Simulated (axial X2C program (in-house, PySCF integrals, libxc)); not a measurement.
## Mo₂: cheaper levels and CCSD(T), 2c

Computed with an in-house relativistic program for diatomic molecules. Two-component (2c) means X2C with spin–orbit coupling and atomic mean-field two-electron Coulomb and Gaunt terms. Basis: Mo dyall-cv3z [11s12p9d5f3g] (cores contracted in-house); Gaussian nuclei, density fitting, unrestricted open shells. Masses: Mo 97.905 u.

State: Ω = 5 (⟨Sz⟩ = 5.00, ⟨Lz⟩ = 0.00 at HF); fragments Mo + Mo.

| level | Re (Å) | ωe (cm⁻¹) | De (eV) |
| --- | --- | --- | --- |
| PBE0 | 2.952 | 154.6 | 0.114 |
| HF | 3.161 | 125.3 | -1.05 |
| MP2 | 3.003 | 153.9 | 0.099 |
| CCSD | 3.019 | 151.0 | 0.180 |

Correlated methods: 12 electrons correlated (number of frozen shells: Mo 4 s, 3 p, 1 d), 388 virtual spin orbitals or spinors in MP2, 110 natural virtuals in coupled cluster.

CCSD(T), same Hamiltonian and basis:

Re = 3.008 Å, ωe = 152.7 cm⁻¹, De = 0.34 eV; T1 = 0.039 (Lee–Taylor normalisation).

(1) Give the differences from CCSD(T) in the columns below.

The state is one determinant whose occupation by symmetry is held fixed; it was picked as the lowest of a PBE0 search that is not exhaustive. Dissociation energies refer to the lowest single-determinant-based atoms at the same level and basis. Density functionals use the spin component along the axis (collinear). CCSD and (T) use frozen natural virtuals with an MP2 correction for the truncation; (T) itself is uncorrected, so its De runs slightly low. PBE0 can misorder states that lie within some tenths of an eV, so this need not be the ground state of the molecule. The nearest other 2c determinant of the search, Ω = 6, lies 0.34 eV up at the distance of the search. With several unpaired electrons one determinant need not be a pure state. Open-shell Ω = 0 determinants with evenly filled partner blocks cannot be reached by this program, so the Ω shown need not be the lowest component. The determinant is spin-polarised beyond a pure state at some levels (its spin-free form has ⟨S²⟩ too high), which makes Re and μ there less reliable. With the outer-core shells frozen, correlated bond lengths of heavy atoms tend to come out a few hundredths of an ångström too long.

## Answers

(1) 

```
level  ΔRe (Å)  Δωe (cm⁻¹)  ΔDe (eV)
 PBE0   -0.056         1.9     -0.23
   HF    0.153       -27.4     -1.39
  MP2   -0.005         1.2     -0.24
 CCSD    0.011        -1.7     -0.16
```
